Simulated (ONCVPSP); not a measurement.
# Pseudopotential generation for Te (Z = 52): ONCV, PBE, fully relativistic.

tellurium (Te), optimised norm-conserving Vanderbilt (ONCV), made with ONCVPSP 4.0.1 (PBE, fully relativistic). Core [Ar] 3d10, reference 4s2 4p6 4d10 5s2 5p2 (charge +2). Waves: 4s+5s: rc 1.20 bohr, ncon 3, nbas 6, qcut 13.2 1/bohr, 2 projectors; 4p+5p: rc 1.15 bohr, ncon 3, nbas 7, qcut 13.7 1/bohr, 2 projectors; 4d: rc 1.30 bohr, ncon 3, nbas 8, qcut 10.8 1/bohr, 2 projectors, debl 3.4 Ha. Local part: polynomial inside 1.15 bohr (lpopt 5, dvloc0 -1 Ha). Core correction: Teter function, fcfact 3.5, rcfact 1.55.

Open shells are filled in proportion to 2j + 1.

All-electron outer shells of the reference configuration (PBE, scalar-relativistic, ld1.x):

| shell | level (eV) | outermost node (bohr) | outermost maximum (bohr) |
| --- | --- | --- | --- |
| 3p | -823.46 | 0.13 | 0.29 |
| 3d | -579.60 | – | 0.24 |
| 4s | -183.82 | 0.38 | 0.70 |
| 4p | -133.82 | 0.38 | 0.74 |
| 4d | -60.99 | 0.36 | 0.81 |
| 5s | -32.71 | 0.91 | 1.75 |
| 5p | -22.30 | 0.99 | 2.04 |

Calculated quality:

| Item | Value |
| --- | --- |
| Cutoffs needed | 61 Ha and 72 Ha (the cutoffs (Ha) at which the residual kinetic energy of the hardest occupied pseudo-wave falls to 1 and 0.1 mHa per electron) |
| Ghost test | no bound ghost flagged; GHOST(+) flags only above 600 eV |
| Largest excitation error | -1.6 meV (all-electron minus pseudo) for 4s2 4p6 4d10 5s2 5p4, out of 4 test configurations |
| rms error of d²Exc/dni dnj | 6.73 mHa without and 4.10 mHa with the model core |

Generation and tests took about 6.4 s on one core of a shared server CPU.
